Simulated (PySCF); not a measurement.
**Structure from 2D NMR**

Compound of formula C$_{8}$H$_{14}$. Correlations simulated from computed shifts and the bond graph:

HSQC (one-bond C–H):
```csv
δH,δC
5.80,154.9
5.31,120.1
5.13,120.1
1.63,28.1
1.59,47.1
1.52,28.1
1.50,35.4
1.20,28.1
1.06,28.1
0.94,35.4
```

COSY cross peaks (H two or three bonds apart, from the bond graph; peaks can be absent where the dihedral angle is near 90°):
```csv
δH,δH
5.80,5.31
5.80,5.13
5.80,1.59
5.31,5.13
1.63,1.52
1.63,1.50
1.63,1.20
1.63,1.06
1.63,0.94
1.59,1.50
1.59,0.94
1.52,1.20
1.52,1.06
1.50,1.20
1.50,0.94
1.20,1.06
1.20,0.94
```

HMBC (two and three bonds, from the bond graph):
```csv
δH,δC
5.80,"120.1, 47.1, 35.4"
5.31,"154.9, 47.1"
5.13,"154.9, 47.1"
1.63,"47.1, 35.4, 28.1, 28.1"
1.59,"154.9, 120.1, 35.4, 28.1"
1.52,"35.4, 28.1"
1.50,"154.9, 47.1, 35.4, 28.1, 28.1"
1.20,"47.1, 35.4, 28.1, 28.1"
1.06,"35.4, 28.1"
0.94,"154.9, 47.1, 35.4, 28.1, 28.1"
```

- shieldings: GIAO PBE0/pcSseg-1
- geometry from PBE0-D3(BJ)/def2-SVP
- run in PySCF
- single conformer, one averaged value for each set of equivalent atoms, non-relativistic, no solvent model

δ = σ(ref) − σ, references computed at the same level: TMS for 1H (σ = 31.27 ppm), 13C (σ = 184.41 ppm).

Exchangeable hydrogens are left out of these lists.

Question: Work out the connectivity.

Answer: SMILES C=CC1CCCCC1.

Numbering as in the mapped SMILES `[CH2:1]=[CH:2][CH:3]1[CH2:4][CH2:5][CH2:6][CH2:7][CH2:8]1`. Hydrogens are named by the atom that carries them. Ha(C4), Ha(C5), Ha(C6), Ha(C7), Ha(C8) are cis to C2 on the ring; Ha(C1) is cis to C3; Hb(C4), Hb(C5), Hb(C6), Hb(C7), Hb(C8) are trans to C2 on the ring; Hb(C1) is trans to C3.

- δC 154.9 is C2, an alkene CH (δH 5.80).
- δC 120.1 is C1, a terminal =CH2 carbon (δH 5.31, 5.13).
- δC 47.1 is C3, an allylic sp3 CH (δH 1.59).
- δC 35.4 is C4/C8, an sp3 CH2 in a ring (δH 0.94, 1.50).
- δC 28.1 is C5/C7, an sp3 CH2 in a ring (δH 1.63, 1.20).
- δC 28.1 is C6, an sp3 CH2 in a ring (δH 1.06, 1.52).
- COSY links 5.80–5.31, 5.80–5.13, 5.80–1.59, 5.31–5.13, 1.63–1.52, 1.63–1.50.

The shifts were computed for this structure.

Shifts are as computed. Against solution values, carbons near 30 ppm lie about +2 ppm off and those near 130 ppm about +5 ppm. Of 1211 compounds with measured shifts, 218 miss one by over three times the rms of a fit or turn the order of signals round; such compounds aren't used in these exercises.
